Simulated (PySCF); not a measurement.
# Mn²⁺ (manganese, charge +2) across methods

[Ar] 3d4 4p1, one real determinant (an excited configuration). Calculation: PySCF 2.14, in aug-cc-pVDZ (7s6p4d2f, 59 functions); the non-relativistic Hamiltonian (point nucleus). The B2PLYP total includes its PT2 part (frozen core); its orbital energies are those of the SCF part.

```json
{"method": "wB97M-V", "E (hartree)": "-1149.581", "mean ε 3p β (eV)": "-82.962", "mean ε 3d α (eV)": "-38.678", "mean ε 4p α (eV)": "-19.513", "Σ⟨r²⟩ (bohr²)": "22.97", "⟨S²⟩": "8.751"}
{"method": "r2SCAN", "E (hartree)": "-1149.621", "mean ε 3p β (eV)": "-78.105", "mean ε 3d α (eV)": "-34.141", "mean ε 4p α (eV)": "-17.266", "Σ⟨r²⟩ (bohr²)": "22.81", "⟨S²⟩": "8.751"}
{"method": "PBE0", "E (hartree)": "-1149.435", "mean ε 3p β (eV)": "-80.330", "mean ε 3d α (eV)": "-36.333", "mean ε 4p α (eV)": "-17.872", "Σ⟨r²⟩ (bohr²)": "22.86", "⟨S²⟩": "8.751"}
{"method": "B2PLYP", "E (hartree)": "-1149.385", "mean ε 3p β (eV)": "-83.220", "mean ε 3d α (eV)": "-39.050", "mean ε 4p α (eV)": "-18.351", "Σ⟨r²⟩ (bohr²)": "23.01", "⟨S²⟩": "8.751"}
{"method": "revPBE", "E (hartree)": "-1149.531", "mean ε 3p β (eV)": "-77.223", "mean ε 3d α (eV)": "-33.512", "mean ε 4p α (eV)": "-17.197", "Σ⟨r²⟩ (bohr²)": "22.82", "⟨S²⟩": "8.750"}
{"method": "CAM-B3LYP", "E (hartree)": "-1149.694", "mean ε 3p β (eV)": "-81.778", "mean ε 3d α (eV)": "-37.741", "mean ε 4p α (eV)": "-18.904", "Σ⟨r²⟩ (bohr²)": "22.83", "⟨S²⟩": "8.751"}
{"method": "PBE", "E (hartree)": "-1149.384", "mean ε 3p β (eV)": "-77.268", "mean ε 3d α (eV)": "-33.577", "mean ε 4p α (eV)": "-17.222", "Σ⟨r²⟩ (bohr²)": "22.81", "⟨S²⟩": "8.750"}
{"method": "LDA", "E (hartree)": "-1147.231", "mean ε 3p β (eV)": "-77.354", "mean ε 3d α (eV)": "-33.724", "mean ε 4p α (eV)": "-17.264", "Σ⟨r²⟩ (bohr²)": "22.72", "⟨S²⟩": "8.750"}
{"method": "UHF", "E (hartree)": "-1148.61402", "mean ε 3p β (eV)": "-87.921", "mean ε 3d α (eV)": "-43.790", "mean ε 4p α (eV)": "-19.376", "Σ⟨r²⟩ (bohr²)": "23.33", "⟨S²⟩": "8.752"}
```

⟨L²⟩ = 8.00 against 12 for a pure F term, so this real determinant mixes terms.
